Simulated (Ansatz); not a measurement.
## SiBr4 (tetrabromosilane): entropy by statistical mechanics

A singlet with charge 0, relaxed at PBE0-D4/def2-TZVP (Ansatz 0.2.0):

```xyz
5

Br   -1.1988    0.1104    1.8340
Si    0.0000    0.0000   -0.0001
Br    1.8387   -1.1299    0.3951
Br   -1.1552   -1.0084   -1.5692
Br    0.5154    2.0279   -0.6599
```

Harmonic wavenumbers in cm⁻¹: 85, 85, 134, 134, 134, 249, 498, 498, 498.

Masses in u: Br 79.904, Si 28.085. Take T = 298.15 K, p = 1 bar, R = 8.3145 J/(mol K), kT/hc = 207.22 cm⁻¹, rigid rotor and harmonic oscillator.

Question: Work out S° at 298 K.

Answer: 
1. Translation (Sackur–Tetrode): S = R[3/2 ln M + 5/2 ln T − 1.1517] with M = 347.701 gives 181.8 J/(mol K).
2. Rotation: principal moments 1025.580, 1025.628, 1025.686 u Å² give A, B, C = 0.0164, 0.0164, 0.0164 cm⁻¹; the symmetry number is σ = 12; q = (√π/σ)√((kT/hc)³/ABC) = 209785; S = R(ln q + 3/2) = 114.4.
3. Vibration: with u = ν̃/207.22, each mode gives R[u/(eᵘ − 1) − ln(1 − e⁻ᵘ)]; the sum is 83.4, most from 85 cm⁻¹ (15.8), 85 cm⁻¹ (15.8), 134 cm⁻¹ (12.1).
4. Electronic: R ln 1 = 0.0, from the spin multiplicity alone.
5. Sum: 181.8 + 114.4 + 83.4 + 0.0 = 379.6 J/(mol K).

No measured value is set beside it here.
